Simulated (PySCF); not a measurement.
Two species compared at the same levels of theory.

First species: C₆H₉BS.
Geometry (PBE0-D3(BJ)/def2-SVP, Å), atoms numbered from 1 in this order:
```xyz
17
C6H9BS angstrom
C     -1.452    1.540   -0.114
B     -0.873    0.078   -0.006
C     -1.884   -1.127    0.075
C      0.669   -0.153    0.001
C      1.682    0.867   -0.016
C      2.958    0.378   -0.013
S      2.966   -1.344    0.008
C      1.259   -1.405    0.014
H     -2.466    1.639    0.303
H     -1.540    1.765   -1.195
H     -0.809    2.325    0.313
H     -2.316   -1.124    1.093
H     -1.465   -2.128   -0.100
H     -2.741   -0.979   -0.603
H      1.462    1.936   -0.028
H      3.897    0.931   -0.022
H      0.757   -2.372    0.025
```

Second species: C5H7 (charge +1).
InChI=1S/C5H7/c1-2-4-5-3-1/h1-3H,4-5H2/q+1

Levels: CAM-B3LYP/def2-SVPD for HOMO energy, LUMO energy, HOMO–LUMO gap, static isotropic polarisability and electronic spatial extent ⟨r²⟩ about the centre of nuclear charge; TDDFT CAM-B3LYP/def2-SVPD for lowest singlet excitation; TDA CAM-B3LYP/def2-SVPD for lowest triplet excitation (Tamm–Dancoff); ΔSCF CAM-B3LYP/def2-SVPD for vertical ionisation energy; PBE0-D3(BJ)/def2-SVP for rotational constant A and rotational constant C. Geometries: PBE0-D3(BJ)/def2-SVP. All species are isolated and taken at one optimised geometry, non-relativistic unless stated; the electronic structure was computed with PySCF and density fitting.

Dipoles, sizes and rotational constants follow the conformer. The torsions of the flexible species, by atom-mapped SMILES:
- `[CH3:1][B:2]([CH3:3])[c:4]1[cH:5][cH:6][s:7][cH:8]1`: C1–B2–C4–C5 3°

Values for the first species:

| Quantity | Value |
| --- | --- |
| HOMO energy | -8.27 eV |
| LUMO energy | -0.19 eV |
| HOMO–LUMO gap | 8.08 eV |
| Lowest singlet excitation | 5.20 eV |
| Lowest triplet excitation (Tamm–Dancoff) | 3.57 eV |
| Static isotropic polarisability | 103.0 au |
| Vertical ionisation energy | 8.90 eV |
| Electronic spatial extent ⟨r²⟩ about the centre of nuclear charge | 1364 bohr² |
| Rotational constant A | 3.716 GHz |
| Rotational constant C | 0.839 GHz |

Task: Estimate the same properties for the second species, and the change in each.

Result: 
```tsv
property	first	second	second less first
HOMO energy	-8.27 eV	-15.79 eV	-7.52 eV
LUMO energy	-0.19 eV	-7.65 eV	-7.46 eV
HOMO–LUMO gap	8.08 eV	8.14 eV	+0.06 eV
lowest singlet excitation	5.20 eV	5.27 eV	+0.07 eV
lowest triplet excitation (Tamm–Dancoff)	3.57 eV	3.06 eV	-0.51 eV
static isotropic polarisability	103.0 au	51.2 au	-51.8 au
vertical ionisation energy	8.90 eV	16.73 eV	+7.83 eV
electronic spatial extent ⟨r²⟩ about the centre of nuclear charge	1364 bohr²	333 bohr²	-1031 bohr²
rotational constant A	3.716 GHz	8.095 GHz	+4.379 GHz
rotational constant C	0.839 GHz	4.142 GHz	+3.303 GHz
```

On the first: The vertical singlet–triplet gap S1 − T1 is 1.63 eV (TDDFT singlet less Tamm–Dancoff triplet; S1: HOMO→LUMO, weight 0.88; T1: HOMO→LUMO, weight 0.76). S1 lies 2.88 eV below the HOMO–LUMO gap; its leading configuration is HOMO→LUMO, weight 0.88.

On the second: The vertical singlet–triplet gap S1 − T1 is 2.21 eV (TDDFT singlet less Tamm–Dancoff triplet; S1: HOMO→LUMO, weight 0.97; T1: HOMO→LUMO, weight 0.98). The polarisability is 7.59 Å³ as a volume (1 au = 0.148185 Å³), or 1.42 au for each of the 36 electrons.
